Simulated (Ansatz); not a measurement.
Reaction (redistribution): `C[CH](C)[Al]([Cl])[Cl]` + `CC(C)[CH2][AlH2]` → `C[CH](C)[Al]([Cl])[CH](C)C` + `[AlH2][CH2]Cl`

Calculated with Ansatz (gas phase, PBE0-D4/def2-TZVP geometries, no zero-point term in ΔE). CCSD(T)/CBS is the MP2 limit (def2-TZVPP, def2-QZVPP) plus CCSD(T) − MP2 in def2-TZVPP, frozen cores. DFT in def2-TZVPP. HSE06 is defined as in plane-wave codes. Each species was taken in one conformer, which may not be the lowest.

`C[CH](C)[Al]([Cl])[Cl]`:

```xyz
13

C    -0.387   -1.413    0.212
C    -0.428    0.069   -0.164
C    -0.330    0.949    1.085
Al    0.986    0.508   -1.435
Cl    0.618    1.254   -3.354
Cl    2.991    0.241   -0.895
H    -1.173   -1.647    0.939
H    -0.536   -2.070   -0.650
H     0.568   -1.684    0.673
H    -1.380    0.279   -0.667
H    -0.438    2.014    0.859
H    -1.118    0.688    1.801
H     0.627    0.814    1.597
```

`CC(C)[CH2][AlH2]`:

```xyz
16

C    -0.051    1.490   -0.071
C    -0.570    0.059   -0.062
C    -1.658   -0.111    0.989
C     0.580   -0.930    0.145
Al    1.970   -0.918   -1.236
H    -0.859    2.212   -0.217
H     0.440    1.728    0.879
H     0.675    1.651   -0.875
H    -1.019   -0.136   -1.045
H    -2.490    0.580    0.822
H    -1.258    0.083    1.990
H    -2.058   -1.128    0.984
H     0.189   -1.957    0.203
H     1.046   -0.756    1.126
H     3.417   -1.509   -0.941
H     1.647   -0.357   -2.691
```

`C[CH](C)[Al]([Cl])[CH](C)C`:

Cartesian coordinates in Å:
```
C 0.554 3.011 -0.254
C 0.084 1.609 -0.631
C 0.774 1.112 -1.905
Al 0.243 0.279 0.807
Cl 0.822 0.944 2.731
C -0.108 -1.637 0.549
C -0.079 -2.466 1.830
C -1.415 -1.848 -0.222
H 1.624 3.025 -0.024
H 0.036 3.399 0.626
H 0.392 3.717 -1.077
H -0.996 1.659 -0.844
H 0.597 1.796 -2.743
H 1.859 1.048 -1.775
H 0.425 0.122 -2.214
H 0.712 -1.984 -0.099
H -0.871 -2.162 2.521
H 0.867 -2.363 2.368
H -0.227 -3.531 1.616
H -1.564 -2.906 -0.466
H -2.284 -1.535 0.367
H -1.443 -1.291 -1.163
```

`[AlH2][CH2]Cl`:

Z-matrix (Å, degrees):
```
C
Cl 1 1.792
Al 1 1.969 2 111.8
H 1 1.093 2 107.1 3 -123.2
H 1 1.093 2 107.2 3 123.2
H 3 1.589 1 117.2 2 178.6
H 3 1.580 1 120.8 2 -1.4
```

| level | ΔE (kJ/mol) |
| --- | --- |
| revPBE-D4 | 202.5 |
| r2SCANh-D4 | 217.0 |
| HSE06-D4 | 209.7 |
| LC-ωPBE | 214.0 |
| RPA@PBE/def2-TZVPP | 206.6 |
| HF/def2-SVP | 233.3 |
| CCSD/def2-SVP | 230.7 |
| CCSD(T)/def2-TZVPP | 215.4 |

Question: What does CCSD(T)/CBS give? (Best estimate.)

Answer: Ansatz gave: +214.3 kJ/mol. The listed levels differ from it by -11.8, 2.7, -4.6, -0.3, -7.7, 19.0, 16.4, 1.1 kJ/mol.

Largest T1 diagnostic among the species: 0.009.

Leaving LDA and LC-ωPBE aside and taking each functional with its dispersion term where it has one, the values, not all of them listed here, spread over 20.5 kJ/mol, from BLYP-D4 to B97M-V. LDA lies +7.6 kJ/mol from PBE without D4. From r2SCAN to r2SCAN0 (25 % exact exchange), in def2-TZVPP and without D4, ΔE moves by +3.4 kJ/mol.

CCSD(T)/CBS has its own doubt, a few kJ/mol and more with outer-core shells, so smaller differences from it don't rank the levels.
